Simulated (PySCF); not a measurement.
Computed with r2SCAN-D4/def2-TZVP (PySCF 2.14.0). All species are isolated molecules in the gas phase. One relaxed conformer stands for a flexible species; it need not be the lowest. Delta-SCF ions had no search for a lower state. Excitations are Tamm–Dancoff values on a coarser integration grid. The basis has no diffuse functions, so Rydberg states are missing or too high.

Reference species (SMILES): `BB(B)O` (neutral, multiplicity 1).

| Quantity | Result |
|---|---|
| T1 excitation (TDA) | 2.19 eV |
| LUMO | -3.36 eV |
| HOMO–LUMO gap | 2.90 eV |
| vertical ionisation energy (Delta-SCF) | 9.36 eV |

Changed species: `BBOB`.

What does the change do to the T1 excitation (TDA), LUMO, HOMO–LUMO gap and vertical ionisation energy (Delta-SCF)?

the T1 excitation (TDA) rises by 1.35 eV, to 3.54 eV; the LUMO rises by 0.72 eV, to -2.64 eV; the HOMO–LUMO gap rises by 1.42 eV, to 4.32 eV; the vertical ionisation energy (Delta-SCF) goes up by 0.70 eV, to 10.06 eV.
